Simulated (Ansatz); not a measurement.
Two members of one family (Series SiH2X2), computed with Ansatz in the gas phase. Binding counts from free atoms in the multiplicity of their measured ground term, without zero-point energy. A dash marks a value that wasn't run or was left out as unsound. The structures are stationary points that may keep the symmetry of their start. Remarks come from the PBE and PBE0 runs and from stability tests at other levels; not every state was tested. HOMO above LUMO (over both spins in singlets and doublets, within one spin in higher multiplets; at PBE or PBE0), or a gap under 0.15 eV within one spin, warns that the state may not be the lowest or that an electron is smeared out.

First: SiBr2H2 (singlet, charge 0, PBE-D4/def2-TZVP geometry).

```csv
atom,x (Å),y (Å),z (Å)
Si1,0.014,0.088,0.150
Br2,-1.798,-1.037,-0.481
Br3,1.621,-0.067,-1.381
H4,0.516,-0.505,1.416
H5,-0.353,1.521,0.296
```

```
               level  HOMO (eV)  LUMO (eV)  gap (eV)  vertical IE (eV)  binding per atom (eV)
     PBE-D4/def2-SVP      -7.18      -1.38      5.80                 –                   2.80
    PBE-D4/def2-TZVP      -7.34      -1.64      5.70             10.19                   2.82
 r2SCAN-D4/def2-TZVP      -7.69      -1.32      6.37             10.45                   2.85
r2SCAN0-D4/def2-TZVP      -8.85      -0.56      8.29                 –                   2.82
   ωB97M-V/def2-TZVP     -10.83       1.14     11.97                 –                   2.82
```

Remarks: gap within one spin near zero at PBE or PBE0 (+1 doublet).

Second: SiCl2H2 (singlet, charge 0, PBE-D4/def2-TZVP geometry).

```xyz
5

Si   -0.0962    0.0796    0.0666
Cl   -0.1242   -1.9748   -0.0134
Cl    1.5260    0.8110   -0.9636
H     0.0271    0.4922    1.4888
H    -1.3326    0.5920   -0.5783
```

Q: Estimate the same table for the second.

A: 
| level | HOMO (eV) | LUMO (eV) | gap (eV) | vertical IE (eV) | binding per atom (eV) |
| --- | --- | --- | --- | --- | --- |
| PBE-D4/def2-SVP | -7.54 | -0.57 | 6.96 | – | 3.03 |
| PBE-D4/def2-TZVP | -7.73 | -1.01 | 6.72 | 10.79 | 3.07 |
| r2SCAN-D4/def2-TZVP | -8.09 | -0.62 | 7.47 | 11.04 | 3.09 |
| r2SCAN0-D4/def2-TZVP | -9.34 | 0.17 | 9.51 | – | 3.06 |
| ωB97M-V/def2-TZVP | -11.33 | 1.84 | 13.17 | – | 3.10 |
